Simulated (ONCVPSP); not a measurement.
## C (Z = 6): excitation energies, all-electron against ONCV

| Property | Result |
| --- | --- |
| Element | carbon (C) |
| Generator | ONCVPSP 4.0.1 |
| Type | optimised norm-conserving Vanderbilt (ONCV) |
| Functional | LDA (Perdew-Zunger) |
| Relativity | scalar-relativistic |
| Frozen core | [He] |
| Valence charge | 4 |
| Reference configuration | 2s1 2p3 |
| Partial waves | 2s: rc 1.20 bohr, ncon 4, nbas 8, qcut 4.5 1/bohr, 1 projector; 2p: rc 1.55 bohr, ncon 4, nbas 7, qcut 4.9 1/bohr, 2 projectors, debl 1.9 Ha; d scattering state at 0.06 Ha: rc 1.15 bohr, ncon 4, nbas 9, qcut 9.6 1/bohr, 2 projectors, debl 0.4 Ha |
| Local potential | polynomial inside 1.05 bohr (lpopt 5, dvloc0 6 Ha) |
| Core correction | Teter function, fcfact 1.75, rcfact 1.45 |

Energies are relative to the spin-unpolarised reference configuration 2s1 2p3; without spin polarisation the order of configurations can differ from experiment.

```
valence configuration  charge  ΔE all-electron (eV)  error AE − PS (meV)
              2s2 2p2       0                -8.242                 +8.3
              2s2 2p1      +1                 2.746                  +75
```

Task: What are ΔE and the potential's error for 2s2 2p1.5?

Result: ΔE = -4.213 eV all-electron; the error (AE − PS) is +27 meV.

Task: What are ΔE and the potential's error for 2s2 2p0?

Result: ΔE = 27.006 eV all-electron; the error (AE − PS) is +376 meV.

Levels in the configuration 2s2 2p0:

```json
{"level": "2s", "all-electron (eV)": "-40.172", "pseudo (eV)": "-39.906"}
```
